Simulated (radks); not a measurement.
Q: Species: Tm38+. Configuration: [Ar] 3d10 4s2 4p1. Method: Dirac Kohn-Sham, PBEsol, spin-unpolarised, spherical densities, finite nucleus; open shells fill j = l - 1/2 first; Fermi nuclear charge, rms radius 5.2256 fm; computed with a radial shooting solver on a logarithmic mesh with Libxc functionals. Some entries of the table are withheld. Estimate them.

| orbital | occ. | eigenvalue (eV) | <r> (bohr) |
|---|---|---|---|
| 1s1/2 | 2 | -60875.25 | 0.02002 |
| 2s1/2 | 2 | -11648.85 | 0.08419 |
| 2p1/2 | 2 | -11190.62 | 0.06996 |
| 2p3/2 | 4 | -10207.55 | 0.07731 |
| 3s1/2 | 2 | -3833.132 | 0.2171 |
| 3p1/2 | 2 | -3634.245 | 0.2066 |
| 3p3/2 | 4 | -3418.747 | 0.2195 |
| 3d3/2 | 4 | (1) | 0.1923 |
| 3d5/2 | 6 | (2) | 0.1963 |
| 4s1/2 | 2 | -1822.601 | (3) |
| 4p1/2 | 1 | -1738.756 | (4) |
| 4p3/2 | 0 | -1668.997 | (5) |
| 4d3/2 | 0 | -1534.097 | 0.4401 |
| 4d5/2 | 0 | -1518.755 | 0.4453 |
| 5s1/2 | 0 | (6) | 0.7361 |
| 5p1/2 | 0 | -1025.532 | 0.7402 |
| 5p3/2 | 0 | -993.9602 | 0.7639 |

A: 
(1) 3d3/2 eigenvalue (eV): -3085.243
(2) 3d5/2 eigenvalue (eV): -3037.417
(3) 4s1/2 <r> (bohr): 0.4368
(4) 4p1/2 <r> (bohr): 0.4337
(5) 4p3/2 <r> (bohr): 0.4522
(6) 5s1/2 eigenvalue (eV): -1065.845
